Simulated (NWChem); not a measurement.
C$_{2}$H$_{2}$O$_{3}$S; SMILES OS(=O)(=O)C#C

```xyz
8

C      0.0132    -2.5287     0.0207
C     -0.0066    -1.3191    -0.0015
S     -0.0780     0.3967    -0.1135
O      0.8034     0.8095    -1.1823
O     -1.4560     0.7939    -0.0323
O      0.6057     0.8204     1.2815
H      0.0301    -3.6048     0.0442
H      1.5534     0.9542     1.1204
```
Atoms are numbered in this order, from 1.

STO-3G and 3-21G are far too small for this property and stand as cheap habits. Coordinates come from a PBE0/def2-SVP optimisation.

### Question
List the 4 lowest vertical singlet excitations from PBE0/3-21G, TDA (NWChem).

### Answer
```json
[
 {"state": "S1", "energy (eV)": "6.26", "oscillator strength": "0.000", "leading excitation (squared amplitude)": "HOMO → LUMO (0.83)"},
 {"state": "S2", "energy (eV)": "6.70", "oscillator strength": "0.000", "leading excitation (squared amplitude)": "HOMO−2 → LUMO (0.46)"},
 {"state": "S3", "energy (eV)": "6.86", "oscillator strength": "0.000", "leading excitation (squared amplitude)": "HOMO−2 → LUMO+1 (0.72)"},
 {"state": "S4", "energy (eV)": "7.16", "oscillator strength": "0.009", "leading excitation (squared amplitude)": "HOMO−1 → LUMO (0.71)"}
]
```
